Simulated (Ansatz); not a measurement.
Computed with Ansatz on PBE0-D4/def2-TZVP structures; ΔE is electronic, products minus reactants. CBS: MP2 limit from def2 TZ/QZ plus the TZ coupled-cluster correction, frozen cores. This one scheme is used for every species. Functionals use def2-TZVPP. B3LYP here is the variant with VWN-RPA as its local correlation; programs differ in this. Each species was taken in one conformer, which may not be the lowest.

Reaction (cleavage of the Si–Si bond): `F[Si](F)(Cl)[SiH2]Cl` + `S[SiH2]Cl` → `F[Si](F)(Cl)S[SiH2]Cl` + `[SiH3]Cl`

| level | ΔE (kJ/mol) | difference from CCSD(T)/CBS |
| --- | --- | --- |
| PBE-D4 | -60.3 | 12.4 |
| PBE0-D4 | -66.1 | 6.6 |
| B3LYP-D4 | -68.9 | 3.8 |
| ωB97X-V | -69.6 | 3.1 |
| ωB97M-V | -76.3 | -3.6 |
| r2SCAN | -70.1 | 2.6 |
| PBE0 | -61.3 | 11.4 |
| B3LYP | -59.8 | 12.9 |
| HF/def2-TZVPP | -71.5 | 1.2 |
| SCS-MP2/def2-TZVPP | -77.8 | -5.1 |
| CCSD(T)/def2-TZVPP | -71.5 | 1.2 |
| MP2/def2-QZVPP | -82.7 | -10.0 |
| SCS-MP2/def2-QZVPP | -78.5 | -5.8 |
| HF/CBS(def2) | -71.6 | 1.1 |
| MP2/CBS(def2) | -83.2 | -10.5 |
| CCSD/CBS(def2) | -71.5 | 1.2 |
| CCSD(T)/CBS | -72.7 | 0 |

Largest T1 diagnostic among the species: 0.011.

From PBE to PBE0 (25 % exact exchange), in def2-TZVPP and without D4, ΔE moves by −6.5 kJ/mol. The D4 term adds −9.0 kJ/mol with B3LYP and −4.9 kJ/mol with PBE0; it sums over pairs of atoms, weighted by their polarisabilities, and B3LYP, whose exchange is more repulsive, gets the larger term.
